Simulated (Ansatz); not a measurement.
Born–Oppenheimer molecular dynamics of ClF₆HW (9 atoms, charge 0, multiplicity 1). It starts at the highest image of a converged band, a first-order saddle point between two minima.

Method: RKS LDA/def2-SVP in Ansatz 0.2.0.

```
ensemble                      : NVE (velocity Verlet)
time step                     : 0.5 fs
steps asked                   : 200
starting velocities drawn for : 300 K
seed                          : 7002
```

First frame:

```xyz
9
Properties=species:S:1:pos:R:3
W 0.264 0.262 -0.143
F 0.002 -0.246 2.360
F 1.917 0.012 -0.931
F 0.121 1.751 -1.231
F -1.404 0.658 0.529
F 0.438 -1.497 0.372
F -0.567 -0.497 -1.609
Cl 1.391 1.765 1.269
H 0.480 0.543 2.622
```

(1) How far do the bonds stretch over the last three quarters of this one trajectory? (Pairs bonded in most of those frames.)

Results:

(1) 
```tsv
bond	mean (Å)	spread (Å)	shortest	longest
W1–F3	1.850	0.017	1.82	1.87
W1–F4	1.858	0.022	1.82	1.89
W1–F5	1.838	0.020	1.81	1.87
W1–F6	1.838	0.027	1.80	1.89
W1–F7	1.845	0.022	1.81	1.88
W1–Cl8	2.337	0.028	2.26	2.36
F2–H9	0.949	0.006	0.93	0.96
```

Mean temperature of the second half: 163 K. The conserved energy stayed within 0.018 meV per atom of its start (net change 0.014 meV per atom), so the integration is sound. A run of 0.1 ps of so small a system gives no equilibrium averages. The orbitals stay closed-shell, which can raise the energy where a bond breaks towards radicals; this wasn't checked here.

Time of the run: 4.4 min on 4 threads of Arm Neoverse V1, on a shared host, peak memory 0.2 GiB.
